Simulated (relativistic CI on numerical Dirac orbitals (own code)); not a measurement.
Sensitivity of the levels of Bi⁵⁴⁺ to α and to the nuclear radius

Method of calculation: Dirac-Coulomb-Breit CI, separate exchange-only KLI orbitals for each configuration, derivatives by finite differences, unscaled Slater integrals, QED left out (own radial code, finite nucleus).

CI space (outside the closed core [Ar] 3d10): 4s, 4p, 4d, 4f, 5s, 5p, 5d, 5f. Levels of other configurations are missing.

With x = (α/α₀)² − 1 an excitation energy changes as ω = ω₀ + qx; K = 2q/ω₀ is the relative enhancement. Terms are leading LS components, so labels can repeat. The field-shift factor is F = δν/δ⟨r²⟩ for the transition from the lowest level.

Lowest level 4s 2S_1/2.

```
     Level  ω₀ (cm⁻¹)   q (cm⁻¹)  F (GHz/fm²)
4p 2P°_1/2     992065     217800        -5380
4p 2P°_3/2    2491507  2.145e+06        -5870
 4d 2D_3/2    3953221   2.23e+06        -5850
 4d 2D_5/2    4268674  2.557e+06        -5840
4f 2F°_5/2    5815054  2.544e+06        -5770
4f 2F°_7/2    5902742  2.629e+06        -5770
 5s 2S_1/2   10932468  1.355e+06        -3040
5p 2P°_1/2   11417206  1.449e+06        -5540
5p 2P°_3/2   12127479  2.353e+06        -5780
 5d 2D_3/2   12829494  2.391e+06        -5770
 5d 2D_5/2   12983407   2.55e+06        -5760
5f 2F°_5/2   13673302  2.544e+06        -5730
5f 2F°_7/2   13723156  2.592e+06        -5730
```

At this charge energies of transitions that change n are usually good to better than 1 %, and those within a shell (Δn = 0) to a few per cent.

Q: Which transition from the lowest level has the largest |K|?

A: 4p 2P°_3/2 at 2491507 cm⁻¹, K = 1.72.
